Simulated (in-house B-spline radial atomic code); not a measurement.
Ionisation energies with and without relativity, with size and susceptibility from the Dirac run. Dirac energy differences include first-order Breit, QED and recoil terms. NIST's values go from ground level to ground level; the uncertainty of those that are theory runs from under 0.1 % in few-electron ions to several per cent in heavy many-electron ones. Computed with a B-spline radial code for spherical atoms: non-relativistic Hartree-Fock and Dirac-Hartree-Fock, averages of the configuration (point nuclei without relativity, finite nuclei with it).

```csv
ion,configuration,configuration after,ionisation non-relativistic (eV),ionisation Dirac Breit and QED (eV),tabulated value (eV),tabulated kind,radius at density 0.001 (bohr),diamagnetic susceptibility (10⁻⁶ cm³/mol)
B+,[He] 2s2,[He] 2s1,23.445,23.449,25.15483,measured,3.351,-6.282
C+,[He] 2s2 2p1,[He] 2s2,24.047,24.042,24.38314,measured,3.163,-6.3784
Sc+,[Ar] 3d1 4s1,[Ar] 3d1,12.017,12.076,12.79977,measured,4.299,-24.122
Fe+,[Ar] 3d6 4s1,[Ar] 3d6,?,?,?,measured,?,?
Cu+,[Ar] 3d10,[Ar] 3d9,17.517,17.325,20.29239,measured,3.166,-14.73
Zr+,[Kr] 4d2 5s1,[Kr] 4d2,11.647,11.918,13.13,measured,4.513,-36.404
Ag+,[Kr] 4d10,[Kr] 4d9,20.307,19.895,21.4844,measured,3.509,-27.24
Cd+,[Kr] 4d10 5s1,[Kr] 4d10,14.824,15.543,16.90831,measured,3.902,-30.473
Pr+,[Xe] 4f3 6s1,[Xe] 4f3,?,?,?,semi-empirical,?,?
Eu+,[Xe] 4f7 6s1,[Xe] 4f7,?,?,?,semi-empirical,?,?
Dy+,[Xe] 4f10 6s1,[Xe] 4f10,10.157,10.764,11.647,semi-empirical,4.486,-43.902
Lu+,[Xe] 4f14 6s2,[Xe] 4f14 6s1,11.798,12.597,14.13,semi-empirical,4.743,-46.193
```

(1) Fill in the row of Fe+.

(2) Fill in the row of Pr+.

(3) Fill in the row of Eu+.

Results:

(1) ionisation non-relativistic (eV): 14.744; ionisation Dirac Breit and QED (eV): 14.904; tabulated value (eV): 16.19921; radius at density 0.001 (bohr): 3.912; diamagnetic susceptibility (10⁻⁶ cm³/mol): -20.255.

(2) ionisation non-relativistic (eV): 9.445; ionisation Dirac Breit and QED (eV): 9.844; tabulated value (eV): 10.631; radius at density 0.001 (bohr): 4.666; diamagnetic susceptibility (10⁻⁶ cm³/mol): -50.448.

(3) ionisation non-relativistic (eV): 9.869; ionisation Dirac Breit and QED (eV): 10.382; tabulated value (eV): 11.24; radius at density 0.001 (bohr): 4.558; diamagnetic susceptibility (10⁻⁶ cm³/mol): -46.501.
